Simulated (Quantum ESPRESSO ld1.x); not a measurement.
Problem. Nd2+, 58 electrons, occupied as [Xe] 4f4. Method: non-relativistic Kohn-Sham, revPBE, spin-unpolarised, spherical densities, point nucleus; relativity is left out, which matters for an element this heavy; computed with ld1.x of Quantum ESPRESSO 7.5. Some entries of the table are withheld. Estimate them.

orbital  occ.  eigenvalue (hartree)  <r^2> (bohr^2)
1s          2              -1511.62       0.0008557
2s          2              -237.261             (1)
2p          6              -224.881         0.01023
3s          2                   (2)         0.09034
3p          6              -46.2711             (3)
3d         10              -36.2157         0.06908
4s          2              -10.4967          0.4612
4p          6              -8.44928          0.4917
4d         10              -4.84242          0.5780
5s          2              -1.79339             (4)
5p          6                   (5)           3.455
4f          4              -0.63140           1.373

Solution. 
(1) 2s <r^2> (bohr^2): 0.01371
(2) 3s eigenvalue (hartree): -51.6743
(3) 3p <r^2> (bohr^2): 0.08514
(4) 5s <r^2> (bohr^2): 2.711
(5) 5p eigenvalue (hartree): -1.25392
